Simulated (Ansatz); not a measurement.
A structure relaxed at PBE0/def2-TZVPD in Ansatz, charge -1, doublet:

Cartesian coordinates in Å:
```
Li -0.1321 2.5120 1.3654
Na 0.0705 0.9289 -1.5179
Na 0.1404 -2.6665 -1.4483
Na -0.0788 -0.7743 1.6009
```

Q: Give its formula and point group.

A: Na3Li⁻. Point group C2v (tolerance 0.1 Å).

Q: Summarise the bond lengths by kind (pairs closer than 1.2 times the sum of covalent radii, bridged metal pairs left out).

A: 3 × Na–Na 3.56 to 3.60 Å; 2 × Li–Na 3.30 Å.

The charge -1 doublet is spin-contaminated (final ⟨S²⟩ up to 0.88, 0.75 for a pure state). The relaxation made no stability test and no search for a lower SCF solution. Another isomer (doublet) lies 0.09 eV lower at PBE0/def2-TZVPD; other spin states weren't run for this one.
